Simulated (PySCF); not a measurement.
Cartesian coordinates in Å; atom numbers follow the order of the lines, from 1:
```xyz
24

C     2.345   -0.882   -0.133
C     1.324    0.231    0.114
C     1.921    1.597   -0.233
O     0.183    0.003   -0.700
C    -1.086   -0.188   -0.084
C    -1.103   -1.431    0.816
C    -1.526    1.047    0.713
C    -2.041   -0.399   -1.264
H     3.236   -0.714    0.466
H     2.620   -0.897   -1.184
H     1.921   -1.849    0.126
H     1.049    0.227    1.176
H     1.197    2.385   -0.046
H     2.190    1.620   -1.285
H     2.809    1.782    0.366
H    -0.462   -1.301    1.684
H    -0.757   -2.297    0.255
H    -2.115   -1.621    1.164
H    -0.888    1.208    1.580
H    -1.480    1.931    0.081
H    -2.547    0.918    1.061
H    -2.019    0.471   -1.914
H    -3.056   -0.556   -0.910
H    -1.726   -1.265   -1.840
```

Theoretical values (PySCF 2.14): geometry from GFN2-xTB, GIAO PBE0/pcSseg-1 shieldings. One computed conformer, no solvent model, non-relativistic Hamiltonian, one averaged value for each set of equivalent atoms.

Question: List the cross peaks expected in HSQC, COSY and HMBC spectra.

Answer: 

HSQC (one-bond C–H):
```csv
δH,δC
3.67 (H12),67.3 (C2)
1.18 (H16/H17/H18/H19/H20/H21/H22/H23/H24),29.8 (C6/C7/C8)
1.13 (H9/H10/H11/H13/H14/H15),27.2 (C1/C3)
```

COSY cross peaks (H two or three bonds apart, from the bond graph; peaks can be absent where the dihedral angle is near 90°):
```csv
δH,δH
3.67 (H12),1.13 (H9/H10/H11/H13/H14/H15)
```

HMBC (two and three bonds, from the bond graph):
```csv
δH,δC
3.67 (H12),"74.8 (C5), 27.2 (C1/C3)"
1.18 (H16/H17/H18/H19/H20/H21/H22/H23/H24),"74.8 (C5), 29.8 (C6/C7/C8)"
1.13 (H9/H10/H11/H13/H14/H15),"67.3 (C2), 27.2 (C1/C3)"
```

Referencing at the same level of theory: 1H and 13C vs TMS.

Short H···H contacts in this conformer between protons four or more bonds apart (candidates for NOE cross peaks, intensity ∝ r⁻⁶): H12···H16 2.21 Å, H13···H20 2.72 Å.

Shifts are as computed. Against solution values, carbons near 30 ppm lie about +3 ppm off and those near 130 ppm about +5 ppm. Of 1211 compounds with measured shifts, 218 miss one by over three times the rms of a fit or turn the order of signals round; such compounds aren't used in these exercises.
